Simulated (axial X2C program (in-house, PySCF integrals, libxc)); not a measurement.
## MoI: from Re and ωe to a spectrum

A bond curve at the CCSD(T) level, 2c, was computed with an axial X2C code built on PySCF integrals (basis I dyall-cv3z [11s12p8d4f1g], Mo dyall-cv3z [11s12p9d5f3g] (cores contracted in-house)) for the state Ω = 5/2 (⟨Sz⟩ = 2.50, ⟨Lz⟩ = 0.00 at HF). Its fit gives Re = 2.6479 Å, ωe = 213.9 cm⁻¹, ωexe = 0.492 cm⁻¹ and αe = 1.319e-04 cm⁻¹; the masses are 126.9045 and 97.9054 u. Two-component means X2C with spin–orbit coupling and atomic mean-field Coulomb and Gaunt terms.

Correlated methods: 21 electrons correlated (number of frozen shells: I 4 s, 3 p, 2 d; Mo 3 s, 2 p, 1 d), 341 virtual spin orbitals or spinors in MP2, 140 natural virtuals in coupled cluster.

Question: Find the reduced mass, Be and the force constant.

Answer: From the CCSD(T) values: μ = 55.2673 u. Be = 16.8576/(μ Re²) = 0.0435 cm⁻¹. k = 5.8918×10⁻⁷ μ ωe² = 1.49 mdyn/Å.

Question: Estimate De from a Morse curve and compare with the computed well depth of 2.442 eV to I + Mo.

Answer: De(Morse) = ωe²/(4ωexe) = 2.882 eV against 2.442 eV computed, a ratio of 1.18. The extrapolation overshoots: the well softens faster than a Morse curve, or the lowest atomic limit lies below the one to which the curve heads.

Question: A Morse curve ties αe to the other constants (Pekeris). How well does that hold?

Answer: αe(Morse) = 6Be²/ωe × (√(ωexe/Be) − 1) = 1.254e-04 cm⁻¹; the CCSD(T) curve gives 1.319e-04 cm⁻¹, a ratio of 0.95.

Question: Estimate the centrifugal constant by the Kratzer relation.

Answer: D = 4Be³/ωe² = 7.20e-09 cm⁻¹.

Question: Where do the fundamental and the first overtone lie?

Answer: ν(1←0) = ωe − 2ωexe = 212.9 cm⁻¹; ν(2←0) = 2ωe − 6ωexe = 424.8 cm⁻¹.

The state is a single determinant with fixed occupations, the lowest that a limited PBE0 search found. De is counted from the lowest determinant-based energies of the atoms at the same level, without counterpoise correction. Coupled cluster ran in a truncated set of natural virtual spinors; the MP2 energy of the rest was added. (T) has no such correction and the atoms are truncated less, which lowers De at CCSD(T) by a hundredth of an eV or more. With several unpaired electrons one determinant need not be a pure state. This is the top spin component of a Σ state; components of lower Ω are not single determinants and can lie lower.
